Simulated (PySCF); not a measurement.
# Excitation energy of K by level of theory

K [Ar] 4s1 (2S) → K [Ar] 3d1 (2D), as a difference of total energies. Computed with PySCF 2.14 in aug-cc-pwCVTZ-X2C with one added diffuse shell each of s, p, d, f type (10s9p7d4f, 100 functions), with scalar relativity by spin-free X2C-1e. Correlated levels: valence and next inner shell: [Ne] frozen; nothing frozen. The calculations carry no spin-orbit coupling.

```json
{"method": "UHF", "excitation energy (eV)": "2.451", "error (eV)": "-0.219"}
{"method": "LDA", "excitation energy (eV)": "2.450", "error (eV)": "-0.220"}
{"method": "PBE", "excitation energy (eV)": "2.298", "error (eV)": "-0.372"}
{"method": "PBE0", "excitation energy (eV)": "2.366", "error (eV)": "-0.304"}
{"method": "r2SCAN", "excitation energy (eV)": "2.332", "error (eV)": "-0.338"}
{"method": "LC-wPBE", "excitation energy (eV)": "2.509", "error (eV)": "-0.161"}
{"method": "B97-3", "excitation energy (eV)": "2.216", "error (eV)": "-0.454"}
{"method": "HSE06", "excitation energy (eV)": "2.342", "error (eV)": "-0.328"}
{"method": "BP86", "excitation energy (eV)": "2.253", "error (eV)": "-0.417"}
{"method": "MP2 (valence and next inner shell)", "excitation energy (eV)": "2.676", "error (eV)": "+0.006"}
{"method": "SCS-MP2 (valence and next inner shell)", "excitation energy (eV)": "2.631", "error (eV)": "-0.039"}
{"method": "MP2 (all electrons)", "excitation energy (eV)": "2.678", "error (eV)": "+0.008"}
{"method": "SCS-MP2 (all electrons)", "excitation energy (eV)": "2.633", "error (eV)": "-0.037"}
```

Reference: 2.670 eV (measured; NIST levels, between the centres of gravity of the two terms).

Errors of the correlated levels include the incompleteness of this basis and the frozen core.
